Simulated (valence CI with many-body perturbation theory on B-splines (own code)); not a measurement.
## Questions on Nb²⁺

Computed by relativistic CI+MBPT: three valence electrons over a frozen Dirac-Fock core [Kr], a basis of 9 s, 9 p, 10 d, 8 f, 5 g, 3 h, 1 i functions for each j, with the one-electron correlation potential Σ1 (screened to all orders), the two-electron term Σ2, the three-electron term Σ3, Breit, model QED; selected single and double excitations, second order for the rest, scaled by the run's own slope (own B-spline code, finite nucleus).

Against 24 measured levels this calculation errs by 556 cm⁻¹ on average and by 1107 at most. These come from a selection out of Shadmi, J. Res. Natl. Bur. Stand. 70A, 435 (1966). Levels without a partner in it may be off by more, other configurations by 1,000 to 8,000 cm⁻¹.

Rates and lifetimes use the calculated energies. Strong lines usually hold to 10 to 20 %, long lifetimes can be off by a factor of two.

(1) What is the ground level?

(2) Name the longest-lived excited levels whose lifetime is computed, and their main decay.

(3) How well does LS coupling describe the low levels?

(4) What is the ionisation energy?

(5) Where does the other parity begin?

Results:

(1) 4d³ ⁴F_3/2, composition 99 % 4d³ ⁴F, g = 0.402.

(2) 4d³ ⁴F_5/2 at 0.0635 eV lives 173 s, mostly by M1 to 4d³ ⁴F_3/2; 4d³ ⁴F_9/2 at 0.2401 eV lives 83.0 s, mostly by M1 to 4d³ ⁴F_7/2; 4d³ ⁴F_7/2 at 0.1452 eV lives 80.6 s, mostly by M1 to 4d³ ⁴F_5/2.

(3) Among the lowest 20 levels the leading LS term, summed over configurations, holds 93 % on average. For single configurations the figures are 90 % in LS and 64 % in jj coupling. Terms mix most in the J = 3/2 level at 1.427 eV, where the leading one holds 53 %.

(4) 25.093 eV; NIST lists 25.04 eV (semi-empirical).

(5) At 4d²5p ⁴G°_5/2, 7.927 eV.
